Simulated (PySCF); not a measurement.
UHF on As⁺ (arsenic, charge +1)

Configuration: [Ar] 3d10 4s2 4p2, high-spin 3P determinant. Calculation: PySCF 2.14, in aug-cc-pVDZ-DK; scalar relativity by spin-free X2C-1e.

```json
{
  "Total energy": "-2258.571121 hartree",
  "One-electron energy": "-3134.0936 hartree",
  "Hartree (Coulomb) energy": "958.0106 hartree",
  "Exchange energy": "-82.4881 hartree",
  "⟨S²⟩": "2.0084",
  "⟨L²⟩": "2.024",
  "Sum of ⟨r⟩": "21.63 bohr",
  "Sum of ⟨r²⟩": "30.34 bohr²",
  "Traceless quadrupole moment −½Σ⟨3z² − r²⟩ along its main axis": "2.51 e·bohr²",
  "Langevin diamagnetic susceptibility": "-24.0 ×10⁻⁶ cm³/mol",
  "Time after the integrals": "0.08 s of wall time on 1 thread of Neoverse-V2 (shared host)"
}
```

```json
{"shell": "1s α", "electrons": "1", "mean orbital energy (eV)": "-11954.1", "spread (eV)": "0", "rms radius, mean of both spins (bohr)": "0.0524"}
{"shell": "1s β", "electrons": "1", "mean orbital energy (eV)": "-11953.9", "spread (eV)": "0", "rms radius, mean of both spins (bohr)": "0.0524"}
{"shell": "2s α", "electrons": "1", "mean orbital energy (eV)": "-1582.5", "spread (eV)": "0", "rms radius, mean of both spins (bohr)": "0.219"}
{"shell": "2s β", "electrons": "1", "mean orbital energy (eV)": "-1582.4", "spread (eV)": "0", "rms radius, mean of both spins (bohr)": "0.219"}
{"shell": "2p α", "electrons": "3", "mean orbital energy (eV)": "-1384.3", "spread (eV)": "0.062", "rms radius, mean of both spins (bohr)": "0.196"}
{"shell": "2p β", "electrons": "3", "mean orbital energy (eV)": "-1384.1", "spread (eV)": "0.162", "rms radius, mean of both spins (bohr)": "0.196"}
{"shell": "3s α", "electrons": "1", "mean orbital energy (eV)": "-235.54", "spread (eV)": "0", "rms radius, mean of both spins (bohr)": "0.639"}
{"shell": "3s β", "electrons": "1", "mean orbital energy (eV)": "-235.21", "spread (eV)": "0", "rms radius, mean of both spins (bohr)": "0.639"}
{"shell": "3p α", "electrons": "3", "mean orbital energy (eV)": "-171.88", "spread (eV)": "0.023", "rms radius, mean of both spins (bohr)": "0.667"}
{"shell": "3p β", "electrons": "3", "mean orbital energy (eV)": "-171.43", "spread (eV)": "0.568", "rms radius, mean of both spins (bohr)": "0.667"}
{"shell": "3d α", "electrons": "5", "mean orbital energy (eV)": "-66.451", "spread (eV)": "0.349", "rms radius, mean of both spins (bohr)": "0.750"}
{"shell": "3d β", "electrons": "5", "mean orbital energy (eV)": "-66.192", "spread (eV)": "0.589", "rms radius, mean of both spins (bohr)": "0.750"}
{"shell": "4s α", "electrons": "1", "mean orbital energy (eV)": "-30.489", "spread (eV)": "0", "rms radius, mean of both spins (bohr)": "2.05"}
{"shell": "4s β", "electrons": "1", "mean orbital energy (eV)": "-25.364", "spread (eV)": "0", "rms radius, mean of both spins (bohr)": "2.05"}
{"shell": "4p α", "electrons": "2", "mean orbital energy (eV)": "-18.430", "spread (eV)": "0", "rms radius, mean of both spins (bohr)": "2.50"}
```

Densities and radii are taken from the X2C orbitals without a picture-change correction, which distorts them close to the nucleus.
